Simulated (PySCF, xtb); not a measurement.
ClH3O2Sn, SMILES [OH][SnH]([OH])[Cl].

GFN2-xTB in xtb at its own geometry gives an orbital gap of 4.51 eV and a dipole moment of 2.26 D.

Coordinates come from a B3LYP-D3(BJ)/def2-SVP optimisation. The def2 effective core potentials stand for the cores of Sn; spin–orbit coupling is left out. One conformer was computed; it need not be the lowest.

**Question.** What does PBE0/def2-TZVP run with PySCF give? (Estimate from the structure and the level; the computed values follow.)

**Answer.** gap 7.33 eV (levels -9.05 and -1.71 eV), dipole 0.65 D.
